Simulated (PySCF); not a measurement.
**Static response to an electric field**

Compound: C₇H₉FO.
Atom-mapped SMILES: `[O:1]=[CH:2][C@@:3]12[CH2:4][CH2:5][C@@H:6]1[CH2:7][C@H:8]2[F:9]` (hydrogens: H10 on C2; H11, H12 on C4; H13, H14 on C5; H15 on C6; H16, H17 on C7; H18 on C8)

Cartesian coordinates in Å at the PBE0-D3(BJ)/def2-SVP level; atoms count from 1:
```xyz
18
C7H9FO angstrom
O      2.3083   -0.5848    1.8220
C      1.7110    0.3109    1.2808
C      0.7098    0.0990    0.1946
C      0.5736   -1.3117   -0.3928
C     -0.9395   -1.3196   -0.0818
C     -0.8366    0.0868    0.5362
C     -1.0450    1.2658   -0.4278
C      0.4426    1.2478   -0.8002
F      1.0869    2.4162   -0.4785
H      1.8458    1.3714    1.6044
H      0.8640   -1.4087   -1.4501
H      1.1530   -2.0310    0.2019
H     -1.6109   -1.3830   -0.9518
H     -1.2392   -2.0956    0.6360
H     -1.2013    0.2116    1.5650
H     -1.7679    1.1161   -1.2436
H     -1.2821    2.2052    0.0913
H      0.6920    1.0018   -1.8459
```

Level: CAM-B3LYP/def2-SVPD (PySCF), static field, nuclei fixed, core orbitals frozen in the response. The polarisability tensor in these axes (au):

```
x   81.50 -1.51  7.57
y   -1.51 82.29 -1.78
z    7.57 -1.78 73.36
```

Q: What are the eigenvalues, a third of the trace, and Δα (Δα² = ½Σ(αi − αj)² over the three pairs)?

A: Principal values 68.79, 81.30 and 87.06 au; mean 79.05 au = 11.71 Å³ = 13.03 × 10⁻⁴⁰ C²·m²/J; Δα = 16.17 au (20 % of the mean).

Q: What is the dipole moment, and where does it point?

A: (-2.98, 0.06, -1.74) D, 3.45 D in size, pointing from the negative to the positive side. Measured along this direction, the outermost atoms are O1 at the negative end and H16 at the positive end.

Q: Form Σ f/ω² (atomic units) for the 6 lowest TDDFT singlets, given as eV and f, and set it beside the mean polarisability, which is this sum over all singlets: 4.15, 0.0003; 6.66, 0.0878; 6.91, 0.0285; 7.47, 0.0088; 7.73, 0.0095; 7.80, 0.0332.

A: They add up to 2.56 au, 3.2 % of the 79.05 au; the largest single term is 1.47 au, from the state at 6.66 eV. Terms in order: 0.01, 1.47, 0.44, 0.12, 0.12, 0.40 au. Higher excitations give the rest. The strengths listed sum to 0.168.

Q: Molar refractivity from α?

A: Lorentz–Lorenz: R = (4π/3)N_A α = 2.5225 cm³/(mol·Å³) × 11.71 Å³ = 29.5 cm³/mol, in the limit of long wavelengths.

Q: Directions of the eigenvectors, and the extent of the frame along each?

A: Largest value along (0.77, -0.42, 0.48), where the nuclei span 5.32 Å; middle along (0.39, 0.90, 0.17), 4.80 Å; least along (-0.51, 0.06, 0.86), 3.85 Å. The response follows the extents in order.

Q: Rayleigh depolarisation ratio (linearly polarised light, static tensor)?

A: ρ = 3Δα²/(45ᾱ² + 4Δα²) = 784.7/(281205 + 1046.2) = 0.00278.

One conformer (not necessarily the lowest) at the PBE0-D3(BJ)/def2-SVP geometry, without solvent, vibrations or thermal averaging.
